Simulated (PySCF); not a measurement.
AlH6N3, SMILES [Al]([NH2])([NH2])[NH2].

Coordinates come from a B3LYP-D3(BJ)/def2-SVP optimisation. A frequency run showed that this geometry is not a minimum. Other conformers were not sampled.

Method: PySCF 2.14.0 with TDA-B3LYP/def2-SVPD.

Vertical excitations; the highest root listed may be one member of a degenerate set. Isolated molecule, no solvent. State labels are in the subgroup C2v.

```json
[
 {"state": "S1", "symmetry": "A2", "energy (eV)": "5.08", "λ (nm)": "244", "f": "0.000", "main pairs": "HOMO→LUMO (degenerate set)"},
 {"state": "S2", "symmetry": "B2", "energy (eV)": "5.09", "λ (nm)": "244", "f": "0.000", "main pairs": "HOMO−1→LUMO (degenerate set)"},
 {"state": "S3", "symmetry": "B2", "energy (eV)": "6.14", "λ (nm)": "202", "f": "0.179", "main pairs": "HOMO−2→LUMO 96 %"},
 {"state": "S4", "symmetry": "B2", "energy (eV)": "6.80", "λ (nm)": "182", "f": "0.033", "main pairs": "HOMO→LUMO+2 48 %, HOMO−1→LUMO+1 45 %"},
 {"state": "S5", "symmetry": "A2", "energy (eV)": "6.81", "λ (nm)": "182", "f": "0.000", "main pairs": "HOMO−1→LUMO+2, HOMO→LUMO+1 (degenerate set)"},
 {"state": "S6", "symmetry": "B2", "energy (eV)": "6.81", "λ (nm)": "182", "f": "0.000", "main pairs": "HOMO−1→LUMO+1, HOMO→LUMO+2 (degenerate set)"},
 {"state": "S7", "symmetry": "A2", "energy (eV)": "6.86", "λ (nm)": "181", "f": "0.000", "main pairs": "HOMO→LUMO+1 48 %, HOMO−1→LUMO+2 48 %"},
 {"state": "S8", "symmetry": "A2", "energy (eV)": "7.36", "λ (nm)": "169", "f": "0.000", "main pairs": "HOMO→LUMO+4 (degenerate set)"},
 {"state": "S9", "symmetry": "B2", "energy (eV)": "7.36", "λ (nm)": "169", "f": "0.000", "main pairs": "HOMO−1→LUMO+4 (degenerate set)"},
 {"state": "S10", "symmetry": "A2", "energy (eV)": "7.51", "λ (nm)": "165", "f": "0.000", "main pairs": "HOMO−1→LUMO+5 46 %, HOMO→LUMO+6 46 %"},
 {"state": "T1", "symmetry": "A2", "energy (eV)": "4.86", "λ (nm)": "255", "f": "0", "main pairs": "HOMO→LUMO (degenerate set)"},
 {"state": "T2", "symmetry": "B2", "energy (eV)": "4.86", "λ (nm)": "255", "f": "0", "main pairs": "HOMO−1→LUMO (degenerate set)"},
 {"state": "T3", "symmetry": "B2", "energy (eV)": "5.66", "λ (nm)": "219", "f": "0", "main pairs": "HOMO−2→LUMO 82 %"},
 {"state": "T4", "symmetry": "B1", "energy (eV)": "6.54", "λ (nm)": "190", "f": "0", "main pairs": "HOMO→LUMO+3 96 %"}
]
```
Triplets are in the Tamm–Dancoff approximation.
